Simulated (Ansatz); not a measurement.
One change: `COB[SiH3]` becomes `COBC=O`.

Ansatz, PBE0-D4/def2-TZVP geometries, multiplicity 1. Each molecule was computed in one conformer, which needn't be the lowest.

| property | `COB[SiH3]` |
| --- | --- |
| HOMO–LUMO gap (PBE0/def2-TZVPP) / eV | 6.77 |
| LUMO energy (PBE0/def2-TZVPP) / eV | -0.98 |
| HOMO–LUMO gap (PBE/def2-TZVPP) / eV | 4.56 |
| HOMO energy (PBE/def2-TZVPP) / eV | -6.49 |
| ideal-gas entropy at 298 K and 1 bar (rigid rotor, harmonic PBE0-D4/def2-TZVP) / J/(mol·K) | 334 |
| HOMO energy (B3LYP/def2-TZVPP) / eV | -7.56 |

**Question.** Give the same properties after the change, and the shifts. (An estimate is asked.)

**Answer.** The calculation gave: 
| property | `COBC=O` | shift |
| --- | --- | --- |
| HOMO–LUMO gap (PBE0/def2-TZVPP) / eV | 4.83 | -1.94 |
| LUMO energy (PBE0/def2-TZVPP) / eV | -2.12 | -1.14 |
| HOMO–LUMO gap (PBE/def2-TZVPP) / eV | 2.16 | -2.40 |
| HOMO energy (PBE/def2-TZVPP) / eV | -5.35 | 1.14 |
| ideal-gas entropy at 298 K and 1 bar (rigid rotor, harmonic PBE0-D4/def2-TZVP) / J/(mol·K) | 328 | -6 |
| HOMO energy (B3LYP/def2-TZVPP) / eV | -6.73 | 0.83 |

With PBE0 the HOMO rises by 0.80 eV and the LUMO falls by 1.14 eV, so the gap narrows by about 1.94 eV. PBE moves the HOMO by 1.14 eV and ωB97M-V by 0.58 eV. The zero-point energy changes by -14.8 kJ/mol with -3 modes. Modes under 60 cm⁻¹, often nearly free rotors, make the harmonic entropy too high.

B3LYP here is the variant with VWN-RPA as its local correlation; programs differ in this.
